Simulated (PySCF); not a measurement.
**Correlation energy of O³⁺ (oxygen, charge +3)**

[He] 2s2 2p1, 2P determinant. Calculation: PySCF 2.14, in dyall-av2z (11s7p2d, 42 functions); no relativity, point nucleus. Frozen: 1s2; 3 electrons correlated; the 8 highest virtual orbitals of each spin left out.

```json
{"level": "CCSD", "correlation energy (mhartree)": "-88.32"}
{"level": "(T)", "correlation energy (mhartree)": "-0.69"}
{"level": "CCSD(T)", "correlation energy (mhartree)": "-89.01"}
{"level": "CCSDT", "correlation energy (mhartree)": "-89.17"}
```

Diagnostics: T1 = 0.0054, D1 = 0.0103, largest double amplitude 0.137.

Problem. Is a single reference adequate?

Solution. Mostly. T1 lies below 0.03, but a double amplitude of this size points to a near-degeneracy that CCSD handles and MP2 describes poorly.
